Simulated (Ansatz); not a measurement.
Scan of H2Mg, singlet: symmetric bend, bond length relaxed. Scanned: H-Mg-H angle. Other coordinates (Mg-H bond length) were minimised at B3LYP/def2-TZVP.

- CCSD(T)/cc-pVTZ = CCSD(T) on RHF/cc-pVTZ, frozen core run with Ansatz (an electronic-structure program)
- RKS-PBE0/cc-pVTZ = restricted PBE0/cc-pVTZ run with Ansatz
- RKS-PBE/cc-pVTZ = Ansatz with restricted PBE/cc-pVTZ
- CCSDT(Q)/cc-pVTZ = CCSDT(Q) on RHF/cc-pVTZ, frozen core in Ansatz
- FCI/cc-pVTZ = full CI/cc-pVTZ, frozen core (Ansatz)

Cost and accuracy over the 13 points of the scan, with FCI/cc-pVTZ as yardstick. Costs are rough ratios of core time within Ansatz on shared cores, each with its mean field (Kohn-Sham runs search longer for lower solutions than correlated ones do); the miss is the largest error against full CI of the profile after the mean shift, in mEh.

Question: Which is the cheapest of these levels that stays within 0.79 mEh of FCI/cc-pVTZ?

Answer: CCSD(T)/cc-pVTZ.

```json
[
 {"level": "CCSD(T)/cc-pVTZ", "relative cost": "1", "largest error": "0.2"},
 {"level": "RKS-PBE0/cc-pVTZ", "relative cost": "1", "largest error": "2.0"},
 {"level": "RKS-PBE/cc-pVTZ", "relative cost": "1", "largest error": "1.4"},
 {"level": "CCSDT(Q)/cc-pVTZ", "relative cost": "8", "largest error": "0.0"}
]
```

Costs within a factor of two of each other count as equal.
